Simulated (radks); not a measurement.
All-electron atom: Os3+ in [Xe] 4f14 5d4 6s1 (not the ground configuration). Method: Dirac Kohn-Sham, PBE, spin-unpolarised, spherical densities, point nucleus; open shells fill j = l - 1/2 first; computed with a radial shooting solver on a logarithmic mesh with Libxc functionals.

Normalised radial functions P(r) = r R(r) (large component), r in bohr:

r	5p1/2
0.001898	0.0150
0.002572	0.0213
0.003458	0.0303
0.004686	0.0440
0.006351	0.0642
0.008607	0.0932
0.01157	0.1317
0.01568	0.1816
0.02125	0.2364
0.02858	0.2781
0.03873	0.2779
0.05249	0.1918
0.07113	-0.0041
0.09564	-0.2526
0.1296	-0.4045
0.1757	-0.2483
0.2362	0.1993
0.3201	0.5800
0.4338	0.3962
0.5879	-0.3256
0.7904	-0.9764
1.071	-1.0956
1.452	-0.7281
1.952	-0.3097
2.645	-0.0760
3.585	-0.0095
4.859	-0.0005
6.533	0.0000
8.853	0.0000

5p1/2: eigenvalue -93.213 eV, 3 radial nodes at r = 0.0708, 0.210, 0.520 bohr, <r> = 1.09 bohr, 90 % of the charge inside 1.58 bohr.
